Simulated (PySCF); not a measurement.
C2H4N2OSi, SMILES N#C/N=C/O[SiH3]. Geometry: B3LYP-D3(BJ)/def2-SVP. The structure was generated by enumeration; whether it is a known compound was not checked. The values are those of a single conformer.

Task: Give the equilibrium geometry at B3LYP-D3(BJ)/def2-SVP (PySCF confirms it by a frequency run) as bond lengths and angles, and its point group. (The exact figures need the calculation; the answer reports its results.)

Result: Several could match; the one computed here: point group Cs.
Atoms: N1 C2 N3 C4 O5 Si6 H7 H8 H9 H10. Bonds (Å): N1–C2 1.165, C2–N3 1.332, N3–C4 1.283, C4–O5 1.313, C4–H7 1.102, O5–Si6 1.735, Si6–H8 1.482, Si6–H9 1.482, Si6–H10 1.481. Bond angles (°): N1–C2–N3 175.4, C2–N3–C4 121.8, N3–C4–O5 121.1, N3–C4–H7 124.8, O5–C4–H7 114.0, C4–O5–Si6 121.6, O5–Si6–H8 109.2, O5–Si6–H9 109.2, O5–Si6–H10 102.3, H8–Si6–H9 112.6, H8–Si6–H10 111.5, H9–Si6–H10 111.5.
Charge 0, spin multiplicity 1.
